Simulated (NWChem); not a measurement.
Everything below was run with NWChem. System: C₃H₅ClSi, charge 0, spin multiplicity 1, at a geometry optimised with PBE0/def2-SVP. The structure started from a generated list of species. Level: RHF/def2-TZVP.

Part of the output:

```
             Northwest Computational Chemistry Package (NWChem) 7.3.0
             --------------------------------------------------------

                                NWChem Input Module
                                -------------------

 Scaling coordinates for geometry "geometry" by  1.889725989
 (inverse scale =  0.529177249)

                             Geometry "geometry" -> ""
                             -------------------------

 Output coordinates in angstroms (scale by  1.889725989 to convert to a.u.)

  No.       Tag          Charge          X              Y              Z
 ---- ---------------- ---------- -------------- -------------- --------------
    1 Si                  14.0000    -2.46187400    -0.10695500    -0.68677100
    2 C                    6.0000    -1.16943400    -0.64058200     0.56999300
    3 C                    6.0000     0.11560800    -0.59204900     0.32456000
    4 C                    6.0000     1.39214100    -0.54261800     0.03683000
    5 Cl                  17.0000     2.37926300     0.84945400     0.34905900
    6 H                    1.0000    -1.77923500     0.34697500    -1.93146400
    7 H                    1.0000    -3.28870300     1.00200500    -0.12096800
    8 H                    1.0000    -3.37026100    -1.25419200    -0.99274600
    9 H                    1.0000    -1.49929800    -1.00483100     1.55452800
   10 H                    1.0000     1.92637500    -1.38180200    -0.41685700

 Effective nuclear repulsion energy (a.u.)     227.8967623771

            Nuclear Dipole moment (a.u.)
            ----------------------------
        X                 Y               Z
 ---------------- ---------------- ----------------
     0.0000056692     0.0000170075     0.0000000000


 Summary of "ao basis" -> "" (spherical)
 ------------------------------------------------------------------------------
       Tag                 Description            Shells   Functions and Types
 ---------------- ------------------------------  ------  ---------------------
 *                         def2-tzvp                  on all atoms

 Summary of "ao basis" -> "ao basis" (spherical)
 ------------------------------------------------------------------------------
       Tag                 Description            Shells   Functions and Types
 ---------------- ------------------------------  ------  ---------------------
 Si                        def2-tzvp                13       37   5s5p2d1f
[...]
 Vector   27  Occ=2.000000D+00  E=-3.603597D-01
              MO Center=  8.5D-01, -2.1D-01,  2.3D-01, r^2= 3.5D+00
   Bfn.  Coefficient  Atom+Function         Bfn.  Coefficient  Atom+Function
  ----- ------------  ---------------      ----- ------------  ---------------
   147      0.260654   5 Cl pz              150      0.227590   5 Cl pz
   107     -0.224469   4 C  pz              110     -0.221891   4 C  pz
    76     -0.196211   3 C  pz               79     -0.193784   3 C  pz

 Vector   28  Occ=0.000000D+00  E= 1.009771D-01
              MO Center= -2.1D-01, -4.1D-01,  2.4D-01, r^2= 5.1D+00
   Bfn.  Coefficient  Atom+Function         Bfn.  Coefficient  Atom+Function
  ----- ------------  ---------------      ----- ------------  ---------------
    50      0.484249   2 C  py               81     -0.469651   3 C  py
   194     -0.442595  10 H  s               135      0.399321   5 Cl s
   176     -0.371358   7 H  s               182      0.351626   8 H  s
    19      0.333461   1 Si py              104      0.294118   4 C  s
   149     -0.283494   5 Cl py              148     -0.278305   5 Cl px

 Vector   29  Occ=0.000000D+00  E= 1.198044D-01
              MO Center= -2.6D+00, -4.7D-02, -9.2D-01, r^2= 7.4D+00
   Bfn.  Coefficient  Atom+Function         Bfn.  Coefficient  Atom+Function
  ----- ------------  ---------------      ----- ------------  ---------------
    42      2.363616   2 C  s                 5     -1.741356   1 Si s
    20     -1.615046   1 Si pz               18     -1.400828   1 Si px
    49     -1.052560   2 C  px               19      0.763384   1 Si py
    73      0.696773   3 C  s                51     -0.522827   2 C  pz
   188     -0.462170   9 H  s               194     -0.417814  10 H  s

 Vector   30  Occ=0.000000D+00  E= 1.316069D-01
              MO Center= -6.8D-01, -6.4D-01,  5.7D-01, r^2= 7.1D+00
   Bfn.  Coefficient  Atom+Function         Bfn.  Coefficient  Atom+Function
  ----- ------------  ---------------      ----- ------------  ---------------
   188      1.732637   9 H  s                 5     -1.001815   1 Si s
    51     -0.810213   2 C  pz              170      0.775271   6 H  s
    42     -0.705569   2 C  s               113      0.556897   4 C  pz
    20      0.519668   1 Si pz               18     -0.513331   1 Si px
    82     -0.504039   3 C  pz               49      0.381405   2 C  px

 center of mass
 --------------
 x =   0.18737146 y =   0.05632547 z =   0.04082783

 moments of inertia (a.u.)
 ------------------
         263.363207528206        -271.363741221350        -261.636207023520
        -271.363741221350        1670.659653243497         -17.473069336469
        -261.636207023520         -17.473069336469        1720.009102262687

  Mulliken analysis of the total density
  --------------------------------------

    Atom       Charge   Shell Charges
 -----------   ------   -------------------------------------------------------
    1 Si  14    13.62   2.00  0.58  1.39  0.80  0.41  4.12  1.73  0.53  1.39  0.30  0.14  0.19  0.03
    2 C    6     6.37   0.85  1.12  0.48  0.62  0.18  1.23  1.39  0.43  0.02  0.05  0.01
    3 C    6     5.96   0.86  1.12  0.53  0.67  0.01  1.19  1.27  0.18  0.02  0.10  0.01
    4 C    6     6.14   0.85  1.12  0.48  0.52  0.19  1.21  1.35  0.28  0.02  0.10  0.01
    5 Cl  17    17.10   2.01  0.45  1.52  1.09  0.84  4.18  1.69  1.08  2.79  1.39  0.02  0.04  0.01
    6 H    1     1.04   0.24  0.56  0.23  0.01
    7 H    1     1.05   0.24  0.56  0.24  0.01
    8 H    1     1.05   0.24  0.56  0.24  0.01
    9 H    1     0.85   0.25  0.48  0.08  0.02
   10 H    1     0.83   0.26  0.48  0.07  0.02

       Multipole analysis of the density wrt the origin
       ------------------------------------------------

     L   x y z        total         open         nuclear
     -   - - -        -----         ----         -------
     0   0 0 0     -0.000000      0.000000     54.000000

     1   1 0 0     -0.433129      0.000000      0.000006
     1   0 1 0     -0.493442      0.000000      0.000017
     1   0 0 1      0.003800      0.000000      0.000000

     2   2 0 0    -34.319114      0.000000    829.556120
     2   1 1 0     -1.250899      0.000000    131.255233
     2   1 0 1     -1.559420      0.000000    137.017314
     2   0 2 0    -33.975839      0.000000     87.045235
     2   0 1 1     -0.230151      0.000000      7.403169
     2   0 0 2    -33.995141      0.000000     66.368455

 Task  times  cpu:      151.3s     wall:      151.3s

 Total times  cpu:      151.4s     wall:      151.4s
```

Write an NWChem input that would produce this output.

This is not unique; one that fits is 
```
start mol
memory heap 200 mb stack 800 mb global 1000 mb
geometry units angstroms nocenter noautoz noautosym
  Si    -2.461874    -0.106955    -0.686771
  C     -1.169434    -0.640582     0.569993
  C      0.115608    -0.592049     0.324560
  C      1.392141    -0.542618     0.036830
  Cl     2.379263     0.849454     0.349059
  H     -1.779235     0.346975    -1.931464
  H     -3.288703     1.002005    -0.120968
  H     -3.370261    -1.254192    -0.992746
  H     -1.499298    -1.004831     1.554528
  H      1.926375    -1.381802    -0.416857
end
basis spherical
  * library def2-tzvp
end
scf
  rhf
  nopen 0
  maxiter 100
  thresh 1e-7
  semidirect memsize 60000000 filesize 0
end
task scf energy
```
